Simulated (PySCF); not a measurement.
ethoxymethyl(methyl)silane (C4H12OSi), SMILES CCOC[SiH2]C.

Geometry optimised at B3LYP-D3(BJ)/def2-SVP. One conformer was computed; it need not be the lowest.

Computed with TDA-CAM-B3LYP/def2-SVPD (PySCF).

Vertical excitations. Gas-phase values at a fixed geometry.

Computed excitation energies, oscillator strengths and character:
| state | energy (eV) | λ (nm) | f | main pairs |
|---|---|---|---|---|
| S1 | 6.65 | 186 | 0.027 | HOMO→LUMO+1 78 % |
| S2 | 6.78 | 183 | 0.008 | HOMO→LUMO 85 % |
| S3 | 7.43 | 167 | 0.019 | HOMO→LUMO+2 70 %, HOMO→LUMO+1 13 % |
| S4 | 7.73 | 160 | 0.056 | HOMO→LUMO+3 43 %, HOMO→LUMO+4 33 %, HOMO→LUMO+5 12 % |
| S5 | 7.85 | 158 | 0.003 | HOMO→LUMO+4 52 %, HOMO→LUMO+3 28 % |
| S6 | 8.13 | 153 | 0.015 | HOMO→LUMO+6 60 %, HOMO→LUMO+5 20 % |
| T1 | 6.33 | 196 | 0 | HOMO→LUMO+1 58 %, HOMO→LUMO+2 10 %, HOMO→LUMO 9 % |
| T2 | 6.63 | 187 | 0 | HOMO→LUMO 70 %, HOMO→LUMO+1 11 % |
Triplets are in the Tamm–Dancoff approximation.
